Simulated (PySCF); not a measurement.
2-chloro-3-fluoropyridine, C5H3ClFN.
SMILES: `Fc1cccnc1Cl`

Computed with wB97X-D/def2-SVPD in PySCF (dipole) on a GFN2-xTB geometry, gas phase.

Masses are those of the commonest isotopes; rigid-rotor values at the optimised geometry. 

Task: What are A, B and C (MHz)?

Result: Ia = 172.83, Ib = 310.71, Ic = 483.54 u·Å²; 505379 MHz·u·Å²/I gives A = 2924, B = 1627, C = 1045 MHz.

Task: Classify the top.

Result: An asymmetric top: κ = (2 × 1627 − 2924 − 1045)/(2924 − 1045) = -0.38.

Task: Is it planar, by Δ = Ic − Ia − Ib?

Result: Planar: Δ = Ic − Ia − Ib = 0.00 u·Å². For a rigid frame Δ = −2 Σ m c², so it vanishes when all atoms lie in the ab plane; here none is more than 0.01 Å from it.

Task: Give the coordinates in the principal-axis frame, origin at the centre of mass.

Result: The sense of each axis is arbitrary; atoms in the order of the calculation.
| atom | mass (u) | a (Å) | b (Å) | c (Å) |
| --- | --- | --- | --- | --- |
| F1 | 18.998 | 0.485 | 2.026 | -0.001 |
| C2 | 12.000 | -0.261 | 0.912 | -0.001 |
| C3 | 12.000 | -1.641 | 1.005 | 0.001 |
| C4 | 12.000 | -2.378 | -0.171 | 0.001 |
| C5 | 12.000 | -1.693 | -1.375 | 0.000 |
| N6 | 14.003 | -0.373 | -1.457 | -0.001 |
| C7 | 12.000 | 0.336 | -0.350 | 0.000 |
| Cl8 | 34.969 | 2.044 | -0.510 | 0.001 |
| H9 | 1.008 | -2.109 | 1.977 | 0.002 |
| H10 | 1.008 | -3.455 | -0.145 | 0.002 |
| H11 | 1.008 | -2.211 | -2.323 | -0.001 |

Task: List the rotational levels J(Ka,Kc) to J = 3 (MHz).

Result: Above 0(0,0):
J = 1: 1(0,1) 2672, 1(1,1) 3969, 1(1,0) 4551
J = 2: 2(0,2) 7859, 2(1,2) 8731, 2(1,1) 10475, 2(2,1) 14368, 2(2,0) 14524
J = 3: 3(0,3) 15313, 3(1,3) 15787, 3(1,2) 19248, 3(2,2) 22383, 3(2,1) 23100, 3(3,1) 30412, 3(3,0) 30439

Task: Which lines would a microwave search look for?

Result: The dipole components are |μa| = 3.39 D, |μb| = 0.79 D, |μc| = 0.00 D; the mirror of this Cs structure is the ab plane, so μc vanishes by symmetry and there are no c-type lines. The squared components, which scale the intensities, stand as 1.00 : 0.05 (a : b). Some lines, for components of 0.1 D or more:

```json
{"type": "a", "branch": "R", "J(Ka,Kc)": "1(0,1) ← 0(0,0)", "MHz": "2672", "lower level (cm⁻¹)": "0.000"}
{"type": "b", "branch": "R", "J(Ka,Kc)": "4(2,2) ← 3(3,1)", "MHz": "4400", "lower level (cm⁻¹)": "1.014"}
{"type": "b", "branch": "R", "J(Ka,Kc)": "3(1,2) ← 2(2,1)", "MHz": "4880", "lower level (cm⁻¹)": "0.479"}
{"type": "b", "branch": "Q", "J(Ka,Kc)": "4(1,3) ← 4(0,4)", "MHz": "5848", "lower level (cm⁻¹)": "0.829"}
{"type": "b", "branch": "Q", "J(Ka,Kc)": "5(1,4) ← 5(0,5)", "MHz": "8144", "lower level (cm⁻¹)": "1.215"}
{"type": "a", "branch": "R", "J(Ka,Kc)": "3(2,1) ← 2(2,0)", "MHz": "8576", "lower level (cm⁻¹)": "0.484"}
{"type": "a", "branch": "R", "J(Ka,Kc)": "4(3,1) ← 3(3,0)", "MHz": "11088", "lower level (cm⁻¹)": "1.015"}
{"type": "b", "branch": "R", "J(Ka,Kc)": "5(0,5) ← 4(1,4)", "MHz": "11352", "lower level (cm⁻¹)": "0.836"}
{"type": "b", "branch": "R", "J(Ka,Kc)": "5(1,4) ← 4(2,3)", "MHz": "11614", "lower level (cm⁻¹)": "1.099"}
{"type": "b", "branch": "Q", "J(Ka,Kc)": "5(5,1) ← 5(4,2)", "MHz": "13978", "lower level (cm⁻¹)": "2.200"}
{"type": "a", "branch": "R", "J(Ka,Kc)": "5(2,3) ← 4(2,2)", "MHz": "14774", "lower level (cm⁻¹)": "1.161"}
```

Task: Estimate the classical rotational partition function at 25 K, 298.15 K and 500 K.

Result: Point group Cs, symmetry number σ = 1; q = (√π/σ)·√((kT/h)³/(ABC)), k/h = 20836.6 MHz/K: 9450 at 25 K, 389000 at 298.15 K, 845000 at 500 K.

GFN2-xTB frequencies: not computed here. Constants of a rigid frame at the computed geometry: no zero-point averaging, no centrifugal distortion. Quadrupole hyperfine structure (14N, 35Cl) is left out.
